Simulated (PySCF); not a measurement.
# Rotational lines of ZnF⁻

Lines J+1 ← J of the vibrational ground state, computed from RHF-CCSD(T) constants of ZnF⁻, ¹Σ⁺ (singlet), closed shell (PySCF, no relativity, basis sets Zn def2-TZVPPD, F def2-TZVPPD; masses 63.9291 and 18.9984 u), in MHz:

```
J  ν (MHz)
0  18289.4
1  36578.2
2  54866.0
3  73152.2
4  91436.3
```

Question: Find B0 and the effective bond length r0; with αe = 0.00391 cm⁻¹, find Re.

Answer: ν = 2B0(J+1) − 4D(J+1)³ gives B0 = 0.30504 cm⁻¹. With the reduced mass μred = 14.646 u, r0 = √(16.8576/(μred·B0)) (u, cm⁻¹, Å) = 1.9425 Å. Be = B0 + αe/2 = 0.30699 cm⁻¹ gives Re = 1.936 Å.

Correlated steps freeze 6 core orbitals. For an ion De counts to the pair picked by the measured ionisation energies or electron affinities, which need not be the lowest pair at this level.
